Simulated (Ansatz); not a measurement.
Z-matrix (Å, degrees):
```
C
Ta 1 2.145
H 1 1.096 2 109.6
H 1 1.093 2 111.9 3 -119.6
H 1 1.097 2 110.4 3 119.4
N 2 1.955 1 105.7 3 179.1
F 2 1.877 1 106.6 3 -58.4
S 2 2.160 1 105.7 3 64.8
H 6 1.012 2 123.4 1 75.6
H 6 1.009 2 126.0 1 -109.8
```

Total charge 0; spin multiplicity 1. Ta takes the def2 core potential.

(1) List the PBE0/def2-TZVPP orbital energies in eV (Ansatz). (Best estimate.)

Answers

(1) Ansatz gave: Occupied: -2421.38, -673.91, -391.79, -277.83, -216.76, -160.51, -160.50, -160.49, -75.91, -41.93, -41.53, -41.34, -32.17, -24.02, -19.27, -18.10, -14.51, -13.18, -12.66, -12.48, -11.90, -11.56, -11.42, -9.03, -8.70, -8.39, -7.58, -7.47. Lowest empty: -1.59, -1.20, -0.61, -0.17, 0.11, 0.37, 1.47, 2.25.
